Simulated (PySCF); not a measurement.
silylarsine (H$_{5}$AsSi), singlet, geometry from GFN2-xTB; DF-CAMB3LYP/def2-TZVP in PySCF.

The PySCF input:
```python
from pyscf import gto, scf, dft

mol = gto.Mole()
mol.atom = '''
    Si   -1.49296222    0.17053097    0.31614310
    As    0.75371282   -0.07592101   -0.21903957
    H    -2.29367511   -0.77990177   -0.46688108
    H    -1.93901103    1.52536083   -0.03432123
    H    -1.81909019   -0.04494677    1.73089424
    H     0.88634284   -1.32044560    0.60966261
    H     1.19438155    0.73789324    0.96294779
'''
mol.basis = 'def2-tzvp'
mol.verbose = 4
mol.build()

mf = dft.RKS(mol)
mf.xc = 'camb3lyp'
mf = mf.density_fit(auxbasis='def2-universal-jkfit')
mf.kernel()
mf.analyze()
```

It wrote (shortened):

```
PySCF version 2.14.0

[INPUT] verbose = 4
[INPUT] num. atoms = 7
[INPUT] num. electrons = 52
[INPUT] charge = 0
[INPUT] spin (= nelec alpha-beta = 2S) = 0
[INPUT] symmetry False subgroup None
[INPUT] Mole.unit = angstrom
[INPUT] Symbol           X                Y                Z      unit          X                Y                Z       unit  Magmom
[...]
nuclear repulsion = 167.274031707143
number of shells = 49
number of NR pGTOs = 206
number of NR cGTOs = 115
basis = def2-tzvp
ecp = {}

******** <class 'pyscf.df.df_jk.DFRKS'> ********
method = DFRKS
initial guess = minao
damping factor = 0
level_shift factor = 0
DIIS = <class 'pyscf.scf.diis.CDIIS'>
diis_start_cycle = 1
diis_space = 8
diis_damp = 0
SCF conv_tol = 1e-09
SCF conv_tol_grad = None
SCF max_cycles = 50
direct_scf = False
XC library pyscf.dft.libxc version 7.1.2
    S. Lehtola, C. Steigemann, M. J. T. Oliveira, and M. A. L. Marques,  SoftwareX 7, 1–5 (2018)
XC functionals = camb3lyp
    T. Yanai, D. P. Tew, and N. C. Handy,  Chem. Phys. Lett. 393, 51 (2004)
radial grids:
    Treutler-Ahlrichs [JCP 102, 346 (1995); DOI:10.1063/1.469408] (M4) radial grids

becke partition: Becke, JCP 88, 2547 (1988); DOI:10.1063/1.454033
pruning grids: <function nwchem_prune>
grids dens level: 3
symmetrized grids: False
atomic radii adjust function: <function treutler_atomic_radii_adjust>
small_rho_cutoff = 0
Set gradient conv threshold to 3.16228e-05
Initial guess from minao.
tot grids = 88648
******** <class 'pyscf.df.df.DF'> ********
auxbasis = def2-universal-jkfit
Create RSH-DF object <pyscf.df.df.DF object> for omega=0.33
******** <class 'pyscf.df.df.DF'> ********
auxbasis = auxmol.basis = def2-universal-jkfit
init E= -2527.58941563431
[...]
cycle= 1 E= -2528.48347526821  delta_E= -0.894  |g|= 0.397  |ddm|= 1.95
[...]
cycle= 2 E= -2528.49150961349  delta_E= -0.00803  |g|= 0.32  |ddm|= 0.306
[...]
cycle= 3 E= -2528.49819440573  delta_E= -0.00668  |g|= 0.0233  |ddm|= 0.135
[...]
cycle= 4 E= -2528.49830685348  delta_E= -0.000112  |g|= 0.0106  |ddm|= 0.0313
[...]
cycle= 5 E= -2528.49833549891  delta_E= -2.86e-05  |g|= 0.00113  |ddm|= 0.0111
[...]
cycle= 6 E= -2528.4983360937  delta_E= -5.95e-07  |g|= 0.000344  |ddm|= 0.00231
[...]
cycle= 7 E= -2528.49833615166  delta_E= -5.8e-08  |g|= 9.32e-05  |ddm|= 0.000849
[...]
cycle= 8 E= -2528.49833615583  delta_E= -4.16e-09  |g|= 1.67e-05  |ddm|= 0.000224
[...]
cycle= 9 E= -2528.49833615602  delta_E= -1.93e-10  |g|= 3.76e-06  |ddm|= 5.96e-05
[...]
Extra cycle  E= -2528.49833615602  delta_E= -3.64e-12  |g|= 2.33e-06  |ddm|= 9.72e-06
converged SCF energy = -2528.49833615602
**** SCF Summaries ****
Total Energy =                       -2528.498336156022560
Nuclear Repulsion Energy =             167.274031707143052
One-electron Energy =                -3852.358193574187680
Two-electron Energy =                 1156.585825711022380
Two-electron Coulomb Energy =         1262.556406631154914
DFT Exchange-Correlation Energy =     -105.970580920132477
HOMO-LUMO gap [eV] =                    10.104911001768823
**** MO energy ****
[...]
 ** Mulliken pop on meta-lowdin orthogonal AOs  **
 ** Mulliken pop  **
 ** Mulliken atomic charges  **
charge of    0Si =      0.35886
charge of    1As =     -0.07590
charge of    2H =     -0.09230
charge of    3H =     -0.09206
charge of    4H =     -0.09438
charge of    5H =     -0.00203
charge of    6H =     -0.00219
Dipole moment(X, Y, Z, Debye):  0.01756, -0.06293,  0.34695
```
